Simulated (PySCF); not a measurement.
## Radial density of Mn (manganese, neutral)

UHF, [Ar] 3d5 4s1 4p1, high-spin 8P determinant (an excited configuration). Calculation: PySCF 2.14, in dyall-av2z; the non-relativistic Hamiltonian (point nucleus).

```tsv
r (bohr)	4πr²ρ (e/bohr)	4πr²(ρα − ρβ)
0.00113	0.1602	0.0000
0.00190	0.4367	0.0001
0.00320	1.157	0.0003
0.00538	2.938	0.0007
0.00905	6.917	0.0016
0.0152	14.40	0.0032
0.0256	24.41	0.0047
0.0431	29.89	0.0030
0.0725	24.97	-0.0022
0.122	25.31	0.0342
0.205	33.01	0.3295
0.345	17.31	1.5550
0.580	13.14	3.8493
0.976	12.08	3.8594
1.64	2.882	1.7203
2.76	0.8365	0.8218
4.64	0.3103	0.3102
7.81	0.03184	0.0318
13.1	7.946e-05	0.0001
```

Problem. Where is the radial spin density 4πr²(ρα − ρβ) most negative, and why is it negative at all?

Solution. Around r = 0.0725 bohr, down to -0.0022 e/bohr: exchange with the open shell polarises the paired shells in an unrestricted calculation.
